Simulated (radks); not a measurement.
The numbers below are computed, except where a source is named.
Trend from Sc3+ to Zn3+: ionisation energy by Delta-SCF between NIST ground configurations, and size. Level of theory: non-relativistic Kohn-Sham, PBE, spin-polarised, spherical densities, point nucleus; open shells are filled with parallel spins first (a radial shooting solver on a logarithmic mesh with Libxc functionals).

species,configuration,IE (eV),NIST (eV),kind,-e(HOMO) (eV)
Sc3+,[Ar],73.477,73.489,exp.,64.573 (3p)
Ti3+,[Ar] 3d1,43.765,43.267,exp.,35.367 (3d)
V3+,[Ar] 3d2,46.867,46.709,exp.,38.072 (3d)
Cr3+,[Ar] 3d3,49.818,49.16,semi-emp.,40.637 (3d)
Mn3+,[Ar] 3d4,52.644,51.2,semi-emp.,43.090 (3d)
Fe3+,[Ar] 3d5,55.366,54.91,exp.,45.447 (3d)
Co3+,[Ar] 3d6,52.303,51.3,semi-emp.,42.674 (3d)
Ni3+,[Ar] 3d7,55.405,54.9,semi-emp.,45.375 (3d)
Cu3+,[Ar] 3d8,58.371,57.38,semi-emp.,47.959 (3d)
Zn3+,[Ar] 3d9,61.225,59.57,exp.,50.447 (3d)

Reference values: NIST Atomic Spectra Database (exp. = measured, semi-emp. = semi-empirical, theory = theoretical value adopted there). Open shells are spherical and high-spin; term and fine-structure splittings are not resolved.
